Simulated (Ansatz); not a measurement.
`C[S][Sn]([F])([S]C)[S]C`, relaxed with RKS PBE-D4/def2-SVP in the Gaussian-basis code of Ansatz from a rough embedded geometry. The force threshold is 0.03 eV/Å; the program also tests the step.

Total charge 0; spin multiplicity 1. Sn takes the def2 core potential.

Start:

```xyz
17

C     1.452   -1.585    0.403
S     1.594   -0.146   -0.702
Sn   -0.628    0.578   -0.145
F    -1.025    2.269   -0.996
S    -0.776    0.977    2.272
C     0.658    2.138    2.272
S    -2.246   -1.080   -0.717
C    -1.676   -1.142   -2.429
H     1.366   -1.265    1.415
H     0.670   -2.243    0.033
H     2.456   -2.160    0.275
H     0.805    2.539    3.315
H     1.591    1.582    1.898
H     0.451    3.007    1.570
H    -2.328   -1.869   -3.033
H    -0.595   -1.456   -2.511
H    -1.766   -0.143   -2.920
```

```tsv
step	energy (eV)	largest force (eV/Å)	largest move (Å)
1	-44279.4447	2.128	0.000
2	-44279.7459	0.661	0.193
3	-44279.7894	0.290	0.200
4	-44279.8010	0.093	0.100
5	-44279.8083	0.056	0.079
6	-44279.8097	0.013	0.038
7	-44279.8101	0.050	0.045
8	-44279.8103	0.012	0.006
```

End:

```xyz
17

C     1.509   -1.624    0.376
S     1.560   -0.117   -0.686
Sn   -0.680    0.662   -0.122
F    -0.857    2.312   -1.185
S    -0.837    1.167    2.242
C     0.688    2.195    2.363
S    -2.342   -0.961   -0.809
C    -1.729   -1.204   -2.531
H     1.389   -1.361    1.445
H     0.697   -2.309    0.067
H     2.483   -2.132    0.237
H     0.930    2.260    3.441
H     1.536    1.722    1.828
H     0.514    3.214    1.967
H    -2.198   -2.139   -2.894
H    -0.628   -1.319   -2.554
H    -2.035   -0.366   -3.185
```

It took 22 s on 4 threads of an AMD EPYC 7R13 on a shared host and a share of an NVIDIA H100 80 GB, with 0.85 GiB of host memory at the peak.
